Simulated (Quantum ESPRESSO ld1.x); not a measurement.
Question: All-electron atom: Tb20+ in [Kr] 4d9. Method: scalar-relativistic Kohn-Sham, PBE, spin-unpolarised, spherical densities, point nucleus; computed with ld1.x of Quantum ESPRESSO 7.5. Some entries of the table are withheld. Estimate them.

orbital  occ.  eigenvalue (eV)  r(max) (bohr)  <1/r> (bohr^-1)
1s          2              (1)        0.01364            73.12
2s          2         -9135.77            (2)            16.97
2p          6         -8176.80        0.06281            15.80
3s          2         -2447.30         0.2196            6.250
3p          6         -2151.55         0.2157            5.868
3d         10         -1767.24         0.1764              (3)
4s          2         -880.090         0.4944            2.761
4p          6         -777.534         0.5120            2.575
4d          9         -637.382         0.5198            2.358
5s          0         -433.428         0.9747            1.424
5p          0         -393.434          1.029            1.336

Answer: 
(1) 1s eigenvalue (eV): -52398.5
(2) 2s r(max) (bohr): 0.07750
(3) 3d <1/r> (bohr^-1): 5.564
